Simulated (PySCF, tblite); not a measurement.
Isomers of CH13NOSi5. Method: GFN2-xTB as coded in tblite; computed harmonic values from a numerical Hessian at the method's own geometry, unscaled. Against measured fundamentals such values can be off by several per cent, at times by over 20. Modes of hydrogen on silicon can be 10 to 20 % off. One conformer each.

Electronic energies: PBE0/pcSseg-1 single points on the GFN2-xTB geometries (PySCF, gas phase).

```csv
SMILES,"electronic energy, lowest = 0 (kcal/mol)"
C[Si@@H]1[SiH2]N([SiH3])[Si@H]1O[SiH3],10.2
[SiH3]O[Si@H]1[SiH2]C[SiH2]N1[SiH3],0.0
[SiH3]N([SiH3])[Si@@H]1O[SiH2]C[SiH2]1,3.9
```

Q: How do GFN2-xTB zero-point energies change the relative energies?

A: 
| SMILES | ZPE (kcal/mol) | of it from modes above 1550 cm⁻¹ | electronic (kcal/mol) | with ZPE, lowest = 0 (kcal/mol) | lowest mode (cm⁻¹) | rings |
| --- | --- | --- | --- | --- | --- | --- |
| [SiH3]O[Si@H]1[SiH2]C[SiH2]N1[SiH3] | 79.4 | 43.4 | 0.0 | 0.0 | 16i | 1 |
| [SiH3]N([SiH3])[Si@@H]1O[SiH2]C[SiH2]1 | 79.6 | 43.5 | 3.9 | 4.1 | 23 | 1 |
| C[Si@@H]1[SiH2]N([SiH3])[Si@H]1O[SiH3] | 80.3 | 44.5 | 10.2 | 11.1 | 30 | 1 |

The zero-point energies span 0.9 kcal/mol, from `[SiH3]O[Si@H]1[SiH2]C[SiH2]N1[SiH3]` to `C[Si@@H]1[SiH2]N([SiH3])[Si@H]1O[SiH3]`. Slightly imaginary modes are left out of the zero-point energy: `[SiH3]O[Si@H]1[SiH2]C[SiH2]N1[SiH3]` 16.0i, 14.8i cm⁻¹. The order is unchanged.

Q: And how do the electronic energies of GFN2-xTB itself compare?

A: `[SiH3]O[Si@H]1[SiH2]C[SiH2]N1[SiH3]` 0.0; `[SiH3]N([SiH3])[Si@@H]1O[SiH2]C[SiH2]1` 5.1; `C[Si@@H]1[SiH2]N([SiH3])[Si@H]1O[SiH3]` 17.1 kcal/mol, lowest = 0. Against the energies above, taken from the same isomer `[SiH3]O[Si@H]1[SiH2]C[SiH2]N1[SiH3]`, the largest difference is 6.9 kcal/mol.
